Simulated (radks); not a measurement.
Values are calculated unless marked as measured or tabulated.
Problem. Radial electron density D(r) = 4 pi r^2 rho(r) of an atom or ion with 62 electrons. Level of theory: scalar-relativistic Kohn-Sham, BLYP, spin-polarised, spherical densities, finite nucleus; Fermi nuclear charge, rms radius of each element as measured or else 0.836 A^(1/3) + 0.57 fm (a radial shooting solver on a logarithmic mesh with Libxc functionals).

```
   r/bohr * D(r) (the largest magnitude, 111, reaches the edge; | marks zero)
 0.001467 |   *
 0.001708 |    *
 0.002004 |     *
 0.002333 |      *
 0.002716 |        *
 0.003162 |          *
 0.003681 |             *
 0.004285 |                *
 0.004989 |                   *
 0.005808 |                       *
 0.006761 |                           *
 0.007871 |                              *
 0.009237 |                                  *
  0.01075 |                                     *
  0.01252 |                                       *
  0.01457 |                                        *
  0.01697 |                                        *
  0.01975 |                                       *
  0.02299 |                                     *
  0.02677 |                                    *
  0.03116 |                                    *
  0.03628 |                                     *
  0.04223 |                                         *
  0.04956 |                                               *
   0.0577 |                                                    *
  0.06717 |                                                      *
  0.07819 |                                                     *
  0.09103 |                                                *
    0.106 |                                           *
   0.1234 |                                        *
   0.1436 |                                          *
   0.1672 |                                             *
   0.1946 |                                               *
   0.2284 |                                           *
   0.2659 |                                  *
   0.3096 |                        *
   0.3604 |                   *
   0.4195 |                    *
   0.4884 |                      *
   0.5686 |                      *
   0.6619 |                   *
   0.7706 |             *
   0.8971 |         *
    1.044 |      *
    1.226 |     *
    1.427 |    *
    1.661 |  *
    1.934 | *
    2.251 |*
    2.621 |*
    3.051 *
    3.552 *
    4.135 *
    4.814 *
    5.649 *
    6.576 *
    7.656 *
    8.912 *
    10.38 *
```

What is the nuclear charge?

Solution. Z = 63. The innermost maximum, from 1s, lies near gamma/Z bohr with gamma = sqrt(1 - (Z/c)^2) = 0.888, here 0.0141 bohr (found: 0.0154), and its height grows with Z. The density is that of the europium ion Eu+ in [Xe] 4f7 6s1; the configuration itself is not fixed sharply by these data, and Z only to a few units. D(r) has 4 maxima, at r = 0.0154, 0.0688, 0.192, 0.529 bohr, and minima at 0.0297, 0.126, 0.381 bohr, inside which lie 1.95, 11.14, 29.30 electrons.
